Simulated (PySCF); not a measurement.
States of one metal complex from SC-NEVPT2 in the d shell, PySCF, above the ground state:

| 2S+1 | degeneracy | energy / cm⁻¹ | f (electric dipole) |
| --- | --- | --- | --- |
| 2 | 1 | 0 | – |
| 2 | 1 | 4201 | 0 |
| 2 | 2 | 7646 | 2.4e-05 |
| 2 | 1 | 16618 | 9.5e-04 |

Q: Which of these complexes, all computed at model or optimised geometries, gave the data?
A. Cu(OH)2 (d9, linear)
B. [TiF4]- (d1, tetrahedral)
C. [TiBr6]3- (d1, octahedral)
D. [CuCl5]3- (d9, square pyramidal)

A: B. [TiF4]- (d1, tetrahedral) has 2A1 (from 2E), then 2B1 (from 2E) at 4201, 2E (from 2T2) at 7646 cm⁻¹ (NEVPT2). The others: Cu(OH)2 (d9, linear) has 2Ag, then 2Bg at 532, 2Ag at 5068 cm⁻¹ (NEVPT2); [TiBr6]3- (d1, octahedral) has 2T2g, then 2Eg at 13650 cm⁻¹ (NEVPT2); [CuCl5]3- (d9, square pyramidal) has 2A1, then 2A1 at 7682, 2A2 at 8200 cm⁻¹ (NEVPT2).

On [TiF4]-: No frequencies were computed for the optimised geometry. NEVPT2 lifts 2B1 (from 2E) from 3645 to 4201 cm⁻¹; on the d shell alone such lifts tend to overshoot. NEVPT2 on the d shell alone tends to put d–d bands too high for such charged or covalently bound ions.
